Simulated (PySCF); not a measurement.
Start geometry of `CC(C)O[Si@@H](O)C1CC1` from a GFN2-xTB structure with every atom displaced at random (by about 0.01 Å) (Å):
```
atom  x, y, z in Å
C1     1.7971   -1.3900    0.5129
C2     1.7465    0.1558    0.4518
C3     3.1166    0.7316    0.1583
O4     0.9122    0.5757   -0.5709
Si5   -0.6471    1.1192   -0.4585
O6    -1.1524    1.2538   -1.9870
C7    -1.8231   -0.0261    0.4528
C8    -3.2867    0.0122    0.1326
C9    -2.4904   -1.1716   -0.2404
H10    2.1178   -1.7617   -0.4341
H11    2.4338   -1.7066    1.3062
H12    0.7806   -1.7396    0.7052
H13    1.3653    0.5598    1.4071
H14    3.4742    0.3743   -0.7878
H15    3.0834    1.8083    0.1330
H16    3.8360    0.4479    0.9495
H17   -0.6430    2.4561    0.1938
H18   -0.5099    1.3775   -2.6678
H19   -1.6005   -0.2155    1.4991
H20   -4.0298   -0.0912    0.9564
H21   -3.6468    0.6770   -0.6512
H22   -2.2678   -1.3323   -1.3180
H23   -2.6182   -2.0909    0.2600
```

Task: What comes out of this run: PBE0-D3(BJ)/def2-SVP geometry optimisation, gas phase in PySCF?

Result: 
```
atom  x, y, z in Å
C1     1.6783   -1.1788    0.9800
C2     1.7980    0.2704    0.5375
C3     3.1711    0.5974   -0.0171
O4     0.8432    0.5510   -0.4657
Si5   -0.7067    1.1066   -0.2199
O6    -1.2430    1.6164   -1.7062
C7    -1.9226   -0.1781    0.3169
C8    -3.3141   -0.1892   -0.2790
C9    -2.3437   -1.2535   -0.6587
H10    1.8423   -1.8483    0.1214
H11    2.4188   -1.4182    1.7584
H12    0.6758   -1.3868    1.3832
H13    1.6136    0.9236    1.4158
H14    3.3702   -0.0160   -0.9097
H15    3.2237    1.6558   -0.3112
H16    3.9577    0.4007    0.7265
H17   -0.6150    2.2179    0.7798
H18   -0.5756    2.0251   -2.2650
H19   -1.8610   -0.4879    1.3669
H20   -4.1437   -0.4515    0.3831
H21   -3.5501    0.5725   -1.0272
H22   -1.9214   -1.2213   -1.6674
H23   -2.4934   -2.2629   -0.2654
```

The energy falls by 25.7 kJ/mol over 16 energy and gradient evaluations, the largest force component goes from 0.0393 to 3.4e-04 Eh/bohr, and the atoms move by 0.460 Å rms after alignment. The bond that changes most is Si5–O6 (oxygen-bound silicon to silanol oxygen), which lengthens by 0.045 Å. Bonds longer at the end by more than 0.005 Å: 16 of 23; shorter: 5. Among the angles that change most is C2–C1–H12, from 107.2° to 111.0°. Among the dihedrals that turn most is C2–O4–Si5–C7, from -53° to -78°. Rotational constants go from 2328, 812.1, 676.6 to 2398, 806.8, 666.0 MHz. The orientation of the end geometry is arbitrary; only internal coordinates are fixed.

The run used 200 basis functions and 107 SCF cycles in all. Time: 9.1 min of wall time; peak memory 0.88 GiB. Hardware: an Intel Xeon at 2.70 GHz with one thread, shared host with 64 logical CPUs at a one-minute load of 61.

Whether it is a minimum is left open (no frequencies). The numbers are those of one conformer.
